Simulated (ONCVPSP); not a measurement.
## Logarithmic derivatives: dysprosium (Dy), ONCV

Dy (Z = 66), optimised norm-conserving Vanderbilt (ONCV), made with ONCVPSP 4.0.1 (PBEsol, non-relativistic). Core [Kr] 4d10, reference 4f9 5s2 5p6 5d1 6s2. Waves: 5s+6s: rc 2.15 bohr, ncon 5, nbas 9, qcut 6.3 1/bohr, 2 projectors; 5p: rc 2.20 bohr, ncon 4, nbas 7, qcut 6.4 1/bohr, 2 projectors, debl 3.8 Ha; 5d: rc 3.00 bohr, ncon 3, nbas 8, qcut 4.9 1/bohr, 1 projector; 4f: rc 0.90 bohr, ncon 4, nbas 8, qcut 15.3 1/bohr, 2 projectors, debl 2.5 Ha. Local part: polynomial inside 0.80 bohr (lpopt 2, dvloc0 0 Ha). Core correction: polynomial model core, fcfact 0.25.

The phase is arctan(r·R′/R) of the radial function R(r), unwrapped; energies in Ha, scanned from -3 to 5 Ha. A pole is an energy at which the radial function vanishes at the test radius. The pseudo phase is shifted by a multiple of π to meet the all-electron one at the reference energy, and phase errors are pseudo minus all-electron; the curves can meet again beyond the range given. Levels narrower than the energy grid can be missing from the lists of poles.

| channel | radius (bohr) | reference energy (Ha) | poles, all-electron | poles, pseudo | unbroken range about the reference energy with phases within 0.05 rad | phase error 1 Ha above the reference energy (rad) |
| --- | --- | --- | --- | --- | --- | --- |
| s | 2.18 | -0.14 | -1.38, 4.21 | -1.38, 4.16 | the whole range | -0.001 |
| p | 2.23 | -1.01 | -0.60, 4.63 | -0.60, 4.29, 4.94 | below 4.4 | -0.001 |
| d | 3.04 | -0.12 | 0.16, 2.60 | 0.16, 2.60, 4.27 | below 0.9 | +0.054 |
| f | 0.91 | -0.51 | 1.97 | 1.97 | the whole range | +0.000 |

Note: ghosts flagged at negative energy: s at -126.2 eV; GHOST(+) flagged for p at 122.9 eV. A true bound ghost makes a file unfit for plane-wave use.

Phases in the s channel:

```tsv
E (Ha)	all-electron	pseudo
-2.98	1.218	1.218
-2.76	1.163	1.163
-2.54	1.073	1.073
-2.32	0.885	0.885
-2.10	0.333	0.333
-1.88	-0.845	-0.845
-1.66	-1.357	-1.357
-1.44	-1.541	-1.541
-1.22	-1.639	-1.639
-1.00	-1.708	-1.708
-0.78	-1.766	-1.766
-0.56	-1.823	-1.823
-0.34	-1.887	-1.887
-0.12	-1.966	-1.966
0.10	-2.074	-2.074
0.32	-2.236	-2.236
0.54	-2.502	-2.502
0.76	-2.935	-2.936
0.98	-3.474	-3.475
1.20	-3.892	-3.893
1.42	-4.144	-4.145
1.64	-4.297	-4.298
1.86	-4.395	-4.396
2.08	-4.464	-4.465
2.30	-4.515	-4.516
2.52	-4.554	-4.555
2.74	-4.586	-4.587
2.96	-4.612	-4.613
3.18	-4.635	-4.636
3.40	-4.654	-4.656
3.62	-4.672	-4.674
3.84	-4.688	-4.690
4.06	-4.703	-4.705
4.28	-4.717	-4.720
4.50	-4.731	-4.735
4.72	-4.745	-4.750
4.94	-4.759	-4.765
```
